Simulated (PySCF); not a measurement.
**Assignment exercise: C₇H₁₁O₂P**

Structure with atom numbers: `[CH3:1][O:2][C:3]1=[CH:4][P@@:5]([CH3:6])(=[O:7])[CH:8]=[C:9]1[CH3:10]`. Hydrogens are named by the atom that carries them.

PySCF 2.14 calculation with PBE0/pcSseg-1 with gauge-including orbitals and GFN2-xTB geometry; in vacuum, relativity neglected, one conformer, fast rotation and ring inversion assumed for equivalent nuclei.

References, each an isolated molecule treated in the same way: $^{13}$C and $^{1}$H vs TMS.

(1) Assign these signals to the numbered atoms. $^{13}$C{$^{1}$H} NMR (computed): δ 173.8, 155.9, 134.9, 96.9, 57.8, 19.3, 18.5.

(2) Assign these signals to the numbered atoms. $^{1}$H NMR (400 MHz, computed): δ 6.03 (m, 1H), 4.62 (m, 1H), 3.83 (s, 3H), 2.01 (s, 3H), 1.48 (m, 3H).

Results:

(1) 
| δ (ppm) | atoms | environment | reason |
| --- | --- | --- | --- |
| 173.8 | C3 | alkene carbon bearing oxygen | an sp2 carbon further deshielded by the attached heteroatom |
| 155.9 | C9 | fully substituted alkene carbon | the olefinic region |
| 134.9 | C8 | alkene CH | the olefinic region |
| 96.9 | C4 | β carbon of an enol-ether or enamine type C=C | the O or N lone pair pushes π density onto this β carbon and shields it |
| 57.8 | C1 | methyl carbon bonded to O | pulled downfield by the heteroatom |
| 19.3 | C6 | methyl carbon bonded to P | – |
| 18.5 | C10 | allylic methyl carbon | saturated and bonded to C and H only |

C6 and C10 lie closer than the usual error of such a calculation, so a measured spectrum could show them in the other order.

(2) 
```tsv
δ (ppm)	atoms	environment	reason
6.03	H(C8)	hydrogen on an alkene CH	a vinylic proton, deshielded by the sp2 carbon and the C=C anisotropy
4.62	H(C4)	hydrogen on a β carbon of an enol-ether or enamine type C=C	lone-pair donation from O or N shields it, upfield of ordinary alkene protons
3.83	H(C1)	hydrogen on a methyl carbon bonded to O	its carbon carries O, an electronegative neighbour
2.01	H(C10)	hydrogen on an allylic methyl carbon	allylic position
1.48	H(C6)	hydrogen on a methyl carbon bonded to P	–
```

Splittings by $^{31}$P in the carbon and heteronuclear signals aren't shown, as no couplings were computed. Shifts are as computed. Against solution values, carbons near 30 ppm lie about +3 ppm off and those near 130 ppm about +5 ppm. Of 1211 compounds with measured shifts, 218 miss one by over three times the rms of a fit or turn the order of signals round; such compounds aren't used in these exercises. Multiplicities follow the n + 1 count of equivalent neighbours, as no J values were calculated; m marks all less simple cases, F and P coupling included.
